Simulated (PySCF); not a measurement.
**Spinor energies of Ga (gallium, neutral)**

Start: [Ar] 3d10 4s2 4d1; 4d5/2 filled at m_j = +5/2. Calculated with PySCF 2.14 in x2c-SVPall-2c with one added diffuse shell each of s, p, d type (6s7p4d, 47 functions): generalised Hartree-Fock with the X2C-1e Hamiltonian and a Gaussian nucleus; one run each with spin-orbit coupling (SO) switched off, then screened by Boettger's factors. This is a chosen level, not necessarily the ground level.

```tsv
spinor shell	electrons	ε, spin-free (eV)	ε, screened SO (eV)	weight of nominal j (screened SO)	rms radius, screened SO (bohr)
1s1/2	2	-10440.1	-10440.0	1.000	0.0561
2s1/2	2	-1343.0	-1342.9	1.000	0.236
2p1/2	2	-1165.3	-1184.3	1.000	0.209
2p3/2	4	-1165.3	-1156.0	1.000	0.212
3s1/2	2	-181.58	-181.58	1.000	0.699
3p1/2	2	-125.67	-128.33	1.000	0.731
3p3/2	4	-125.67	-124.37	1.000	0.741
3d3/2	4	-34.301	-34.603	1.000	0.893
3d5/2	6	-34.301	-34.101	1.000	0.899
4s1/2	2	-13.365	-13.366	1.000	2.53
4d5/2	1	-0.039	-0.037	1.000	5.19
```

```
   quantity    spin-free  screened SO
E (hartree)  -1941.63368  -1941.68367
        M_J          5/2          5/2
       ⟨J²⟩        8.753        8.753
       ⟨L²⟩        6.002        6.003
       ⟨S²⟩        0.751        0.752
```

Without spin-orbit coupling the j labels of p, d and f shells carry no meaning; the spin-free column gives the mean over the occupied spinors of each nl shell.
